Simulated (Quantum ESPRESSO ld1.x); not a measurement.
Problem. Pr56+, configuration [He] 2s1. Calculated with ld1.x of Quantum ESPRESSO 7.5: Dirac Kohn-Sham, relativistic LDA (MacDonald-Vosko exchange, VWN5 correlation), spin-unpolarised, spherical densities, point nucleus. Some entries of the table are withheld. Estimate them.

orbital  occ.  eigenvalue (hartree)  <r> (bohr)  <r^2> (bohr^2)
1s1/2       2              -1753.42         (1)       0.0007863
2s1/2       1              -432.248     0.09701             (2)
2p1/2       0              -427.955     0.08030        0.007874
2p3/2       0              -407.338     0.08585        0.008879
3s1/2       0              -187.242      0.2237         0.05712

Solution. 
(1) 1s1/2 <r> (bohr): 0.02406
(2) 2s1/2 <r^2> (bohr^2): 0.01110
